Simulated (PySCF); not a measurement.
# EPR parameters of C8H8F

C₈H₈F (doublet state).
SMILES with atom numbers: `[CH2:1]=[C:2][C:3](=[CH2:4])/[CH:5]=[C:6](\[F:7])[CH:8]=[CH2:9]` (hydrogens: H10, H11 on C1; H12, H13 on C4; H14 on C5; H15 on C8; H16, H17 on C9)

Structure used (GFN2-xTB), in Å, numbered top down from 1:
```xyz
17
C8H8F angstrom
C      2.9204   -0.0707    0.6525
C      1.7036   -0.0109    1.0612
C      0.4340    0.0598    1.5360
C      0.1816    0.1109    2.8985
C     -0.6959    0.0839    0.6111
C     -0.6597   -0.0075   -0.7260
F      0.5229   -0.1403   -1.3728
C     -1.8215    0.0188   -1.5870
C     -1.7681   -0.1055   -2.9102
H      3.5030    0.8138    0.4261
H      3.4315   -1.0094    0.4792
H     -0.8240    0.1605    3.2713
H      0.9853    0.0960    3.6105
H     -1.6688    0.1817    1.0689
H     -2.7646    0.1484   -1.0755
H     -0.8307   -0.2385   -3.4240
H     -2.6560   -0.0786   -3.5170
```

The hyperfine couplings belong to this conformer and change with its torsions.

Theory: PySCF, UKS B3LYP, pcH-1 on C F H, non-relativistic, mean-field spin-orbit, GIAO. Geometry: GFN2-xTB, one conformer, isolated molecule. A GFN2-xTB geometry isn't a minimum of the functional, and hyperfine couplings can be far from their values at a DFT geometry. Stability of the SCF solution: not tested. ⟨S²⟩ is 0.790 where a pure state has 0.75.

```json
{"g1, g2, g3": "2.00213, 2.00219, 2.00266", "g_iso": "2.00233", "Form of g": "close to axial: the two nearest values differ by 11 % of g3 − g1", "⟨S²⟩": "0.7898 (exact 0.7500)", "α and β electrons": "33, 32", "Total energy": "-409.39534 Eh"}
```

Hyperfine couplings atom by atom, in MHz; T1 to T3 are the principal values of the dipolar part; ρ(0) is the spin density at the nucleus:

```json
{"atom": "C1", "isotope": "13C", "a_iso": "-41.9", "T1": "-10.4", "T2": "2.6", "T3": "7.8", "Mulliken spin population": "-0.12", "ρ(0) (bohr⁻³)": "-0.0373"}
{"atom": "C2", "isotope": "13C", "a_iso": "53.0", "T1": "-55.1", "T2": "-41.2", "T3": "96.3", "Mulliken spin population": "0.61", "ρ(0) (bohr⁻³)": "0.0471"}
{"atom": "C3", "isotope": "13C", "a_iso": "-51.3", "T1": "-25.3", "T2": "10.3", "T3": "15.0", "Mulliken spin population": "-0.23", "ρ(0) (bohr⁻³)": "-0.0456"}
{"atom": "C4", "isotope": "13C", "a_iso": "61.6", "T1": "-55.2", "T2": "-53.5", "T3": "108.8", "Mulliken spin population": "0.73", "ρ(0) (bohr⁻³)": "0.0548"}
{"atom": "C5", "isotope": "13C", "a_iso": "12.9", "T1": "-5.2", "T2": "-3.4", "T3": "8.6", "Mulliken spin population": "0.07", "ρ(0) (bohr⁻³)": "0.0114"}
{"atom": "C6", "isotope": "13C", "a_iso": "-10.0", "T1": "-13.5", "T2": "6.3", "T3": "7.2", "Mulliken spin population": "-0.07", "ρ(0) (bohr⁻³)": "-0.0089"}
{"atom": "F7", "isotope": "19F", "a_iso": "-8.3", "T1": "-33.6", "T2": "15.0", "T3": "18.6", "Mulliken spin population": "0.00", "ρ(0) (bohr⁻³)": "-0.0020"}
{"atom": "C8", "isotope": "13C", "a_iso": "5.4", "T1": "-1.9", "T2": "-1.6", "T3": "3.5", "Mulliken spin population": "0.03", "ρ(0) (bohr⁻³)": "0.0048"}
{"atom": "C9", "isotope": "13C", "a_iso": "-4.3", "T1": "-7.9", "T2": "3.8", "T3": "4.1", "Mulliken spin population": "-0.05", "ρ(0) (bohr⁻³)": "-0.0038"}
{"atom": "H10", "isotope": "1H", "a_iso": "116.3", "T1": "-3.3", "T2": "-2.4", "T3": "5.7", "Mulliken spin population": "0.05", "ρ(0) (bohr⁻³)": "0.0260"}
{"atom": "H11", "isotope": "1H", "a_iso": "115.9", "T1": "-3.3", "T2": "-2.4", "T3": "5.8", "Mulliken spin population": "0.05", "ρ(0) (bohr⁻³)": "0.0259"}
{"atom": "H12", "isotope": "1H", "a_iso": "-44.0", "T1": "-27.0", "T2": "-0.3", "T3": "27.3", "Mulliken spin population": "-0.03", "ρ(0) (bohr⁻³)": "-0.0098"}
{"atom": "H13", "isotope": "1H", "a_iso": "-43.2", "T1": "-23.4", "T2": "-1.8", "T3": "25.2", "Mulliken spin population": "-0.03", "ρ(0) (bohr⁻³)": "-0.0097"}
{"atom": "H14", "isotope": "1H", "a_iso": "-4.9", "T1": "-2.1", "T2": "-1.8", "T3": "3.8", "Mulliken spin population": "0.00", "ρ(0) (bohr⁻³)": "-0.0011"}
{"atom": "H15", "isotope": "1H", "a_iso": "-1.4", "T1": "-0.3", "T2": "-0.3", "T3": "0.6", "Mulliken spin population": "0.00", "ρ(0) (bohr⁻³)": "-0.0003"}
{"atom": "H16", "isotope": "1H", "a_iso": "3.2", "T1": "-2.0", "T2": "-0.3", "T3": "2.3", "Mulliken spin population": "0.00", "ρ(0) (bohr⁻³)": "0.0007"}
{"atom": "H17", "isotope": "1H", "a_iso": "3.3", "T1": "-1.5", "T2": "-0.3", "T3": "1.8", "Mulliken spin population": "0.00", "ρ(0) (bohr⁻³)": "0.0007"}
```

The largest Mulliken spin populations are on C4 (+0.73), C2 (+0.61), C3 (-0.23) and C1 (-0.12). The angles at C4 add up to 360.0°, so it is planar; its axial dipolar tensor and the negative couplings of its protons fit spin in a p orbital normal to that plane.

Axes: g1 points within 11° of the C2–C3 bond.

Under fast tumbling the dipolar parts average out, and these isotropic splittings remain (the largest six): 1 × 1H (H10, I = 1/2, 2 lines) with 4.15 mT, 1 × 1H (H11, I = 1/2, 2 lines) with 4.14 mT, 1 × 1H (H12, I = 1/2, 2 lines) with 1.57 mT, 1 × 1H (H13, I = 1/2, 2 lines) with 1.54 mT, 1 × 19F (F7, I = 1/2, 2 lines) with 0.30 mT and 1 × 1H (H14, I = 1/2, 2 lines) with 0.17 mT.

H10 and H11 aren't averaged: C1 is flat or nearly so (angle sum 360°), and its turn about the short C1–C2 bond (1.29 Å) is taken as slow.

The 13C coupling of C4 (61.6 MHz) shows only in satellite lines or after enrichment, since that isotope makes up about 1.07 % of natural carbon.

The SMILES draws the unpaired electron on C2; the largest computed Mulliken spin population is on C4 (0.73 against 0.61).
